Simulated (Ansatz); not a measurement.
System: VF2, net charge 0, quartet state. The spin state was set by rule; other spins were not relaxed. 
Coordinates optimised at B3LYP-D3(BJ)/def2-TZVP (Ansatz, a program for electronic structure):
```
V
F 1 1.7795
F 1 1.7795 2 180.00
```
Charge 0, spin multiplicity 4.

Total electronic energies in hartree. Valence correlation only, unless marked. Open shells are spin-unrestricted. Spin-orbit coupling is left out. The frozen core is the preceding noble-gas configuration, with the filled d and f shells of earlier blocks. No relativistic terms. CBS marks a two-point X^-3 extrapolation of the correlation energy; Hartree-Fock from the larger set. [CCSD(T)-MP2]/basis is that difference in the basis named.

```
level                                                                 program  energy (Eh)
-------------------------------------------------------------  --------------  -----------
HF/6-31G                                                               Ansatz  -1141.77819
HF/def2-SVP                                                            Ansatz  -1141.60628
BLYP-D3(BJ)/def2-TZVPD                                         Ansatz + dftd3  -1143.91136
B3LYP/def2-TZVPD                                                       Ansatz          ___
PBE0/def2-SVP                                                          Ansatz  -1143.08843
BHLYP/def2-TZVPD                                                       Ansatz  -1143.77205
HSE06/def2-TZVPD                                                       Ansatz  -1143.45968
LC-wPBE-D3(BJ)/def2-TZVPD                                      Ansatz + dftd3  -1143.58700
wB97X/def2-TZVPD                                                       Ansatz          ___
B2GP-PLYP/def2-TZVPD                                                   Ansatz  -1143.38335
RPA@PBE/def2-QZVPP                                                     Ansatz  -1143.00101
SCS-MP2/def2-TZVPPD                                                    Ansatz  -1142.56538
CCSD(T)/def2-TZVPP                                                     Ansatz  -1142.62239
RI-MP2/CBS(def2-TZVPP,def2-QZVPP)+[CCSD(T)-MP2]/def2-SVP               Ansatz   -1142.7412
RI-MP2/CBS(def2-TZVPPD,def2-QZVPPD)+[CCSD(T)-MP2]/def2-TZVPPD          Ansatz   -1142.7454
```

**Question.** Complete the blanks.

**Answer.** 
- B3LYP/def2-TZVPD, energy (Eh): -1143.89656
- wB97X/def2-TZVPD, energy (Eh): -1143.81760
